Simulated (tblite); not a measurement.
Compound: C₄H₈NSi (doublet state).
Z-matrix (Å and degrees, GFN2-xTB geometry), rows numbered from 1:
```
N 
C   1  1.2542
C   2  1.4922  1  128.78
C   3  1.5455  2  112.80  1  -123.12
Si  4  1.9202  3   89.78  2  -135.34
C   3  1.5454  2  112.92  1   123.49
H   1  1.0208  2  114.92  3    -0.09
H   2  1.0885  1  116.13  3  -179.93
H   3  1.0949  2  110.00  1     0.14
H   4  1.0893  3  111.47  2   -17.98
H   4  1.0885  3  113.81  2   103.75
H   5  1.4690  4  114.63  3   -99.29
H   6  1.0886  3  113.83  2  -103.62
H   6  1.0892  3  111.43  2    18.08
```

Computed with GFN2-xTB (tblite): harmonic, unscaled wavenumbers at the GFN2-xTB geometry, gas phase. This tight-binding method is rough: wavenumbers can miss measured ones by several per cent, in bad cases by 10 to 20. Modes of hydrogen on silicon can be 10 to 20 % off. One conformer, not necessarily the lowest. Open shells enter through the occupations alone, without spin polarisation, and single modes of such species can be off by tens of per cent.

Q: How many normal modes are there?

A: 14 atoms, non-linear: 3N − 6 = 36.

Q: What is the point group of the computed structure, and how do the modes divide by symmetry?

A: Cs. The vibrations span 22 a′ + 14 a″.

Q: How many distinct wavenumbers does the calculation give?

A: 36: Cs has no degenerate species.

Q: How many fundamentals are allowed in the infrared by symmetry?

A: 36 of 36: in Cs every mode is allowed. All fundamentals are allowed in the Raman spectrum.

Q: What zero-point energy do the modes add up to?

A: Half the sum of the wavenumbers, 24084 cm⁻¹, or 288.1 kJ/mol from 36 modes, 150.3 kJ/mol of it from above 1550 cm⁻¹.

Q: How far is the lowest real mode excited at 298.15 K, as a harmonic oscillator?

A: θ = hcν̃/k = 75 K for 51.9 cm⁻¹, so N1/N0 = 0.78 and ⟨v⟩ = 1/(exp(θ/T) − 1) = 3.5.
